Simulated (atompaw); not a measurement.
# An all-electron radial function and its pseudo partner (iodine (I))

Columns: radius, all-electron u(r) and pseudo u(r) of the 4d shell (level -59.81 eV) of iodine in the configuration [Ar] 3d10 4s2 4p6 4d10 5s2 5p4; PBE, scalar-relativistic, PAW (atompaw) scheme, atompaw 4.2.0.5.

| r (bohr) | all-electron | pseudo |
| --- | --- | --- |
| 0.052 | -0.1188 | 0.0008 |
| 0.104 | -0.4048 | 0.0064 |
| 0.156 | -0.5964 | 0.0211 |
| 0.208 | -0.6035 | 0.0484 |
| 0.260 | -0.4561 | 0.0907 |
| 0.312 | -0.2170 | 0.1488 |
| 0.363 | 0.0515 | 0.2208 |
| 0.415 | 0.3201 | 0.3073 |
| 0.467 | 0.5597 | 0.4041 |
| 0.519 | 0.7586 | 0.5067 |
| 0.571 | 0.9131 | 0.6103 |
| 0.623 | 1.0242 | 0.7096 |
| 0.675 | 1.0963 | 0.7997 |
| 0.727 | 1.1350 | 0.8764 |
| 0.779 | 1.1463 | 0.9361 |
| 0.831 | 1.1360 | 0.9766 |
| 0.883 | 1.1093 | 0.9971 |
| 0.935 | 1.0704 | 0.9981 |
| 0.987 | 1.0232 | 0.9814 |
| 1.038 | 0.9714 | 0.9504 |
| 1.090 | 0.9154 | 0.9073 |
| 1.142 | 0.8581 | 0.8563 |
| 1.194 | 0.8007 | 0.8011 |
| 1.246 | 0.7442 | 0.7447 |
| 1.298 | 0.6895 | 0.6896 |
| 1.350 | 0.6371 | 0.6371 |

Question: How many radial nodes do the two functions have?

Answer: The all-electron 4d function has n − l − 1 = 1; the pseudo-wave has 0, since the states of the same l below it are removed with the core.

Question: Is the pseudo-wave norm-conserving?

Answer: No, it belongs to a PAW set: the norm inside the radius is not constrained, and the difference is carried by the augmentation charge.
